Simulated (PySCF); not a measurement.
BH3N, SMILES N[BH], multiplicity 2. The structure is a stationary point at PBE-D3(BJ)/def2-TZVP. The isomer is the one that the SMILES or the coordinates give; other isomers of the formula were not compared.

The numbers are results of PBE-D3(BJ)/def2-TZVP in PySCF, not measurements.

Harmonic wavenumbers (cm⁻¹): 595, 721, 815, 1030, 1311, 1569, 2572, 3407, 3533. Rotational constants (GHz): 226.5, 30.29, 26.72; symmetry number 1.

### Question
Work out the zero-point energy and the ideal-gas rigid-rotor harmonic-oscillator thermochemistry at 298.15 K and 1 atm.

### Answer
ZPE = ½ Σ hcν = ½ × 15553 cm⁻¹ = 22.23 kcal/mol. H − E(el) = 24.85 kcal/mol. Entropy in cal/(mol K): translation 35.91, rotation 18.11, vibration 1.05, spin 1.38, total 56.45. G − E(el) = 8.02 kcal/mol. Cp = 10.96 cal/(mol K).
